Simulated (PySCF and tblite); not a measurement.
Results of a calculation; reference values are marked as such.
Molecule: C4H9FGe, numbered as in [CH3:1][Ge:2]1([F:3])[CH2:4][CH2:5][CH2:6]1. The ring torsion 2–4–5–6 is restrained (values as reached) and the rest relaxed at GFN2-xTB.

```bash
OMP_NUM_THREADS=1 python ens_run.py task.json out
```

```json
{"job": {"smiles": "[CH3][Ge]1([F])[CH2]C[CH2]1", "charge": 0, "mult": 1, "motion": "ring puckering", "atoms": [1, 3, 4, 5], "ring": [1, 3, 4, 5], "study": "scan", "drives": [{"terms": [["t", [1, 3, 4, 5], 1]], "values": [-40, -32, -24, -16, -8, 0, 8, 16, 24, 32, 40]}], "seed": 284, "jobs": [{"kind": "nmr", "xc": "PBE0", "basis": "pcSseg-1", "every": 1}, {"kind": "j", "xc": "B3LYP", "basis": {"default": "pcseg-1", "H": "pcJ-1", "F": "pcJ-1"}, "nuclei": ["H", "F"], "every": 2}], "xc": "PBE0", "basis": "pcSseg-1", "kind": "scan"}, "charge": 0, "multiplicity": 1}
```

```
coordinate    xTB      DFT (kcal/mol)
   -37.70    2.911    3.620
   -30.90    0.895    1.166
   -23.70    0.050    0.200
   -16.20    0.000    0.000
    -8.20    0.310    0.319
    -0.10    0.561    0.536
     8.10    0.533    0.431
    16.10    0.388    0.256
    23.60    0.548    0.490
    30.80    1.473    1.668
    37.50    3.597    4.337
```

Task: How long did the task, with 17 DFT runs on 15 atoms, take on 1 thread of Arm Neoverse V1, on a host shared with other jobs (rough)?

Result: About 7.2 min; peak memory 0.96 GiB. Times from shared hosts are rough.
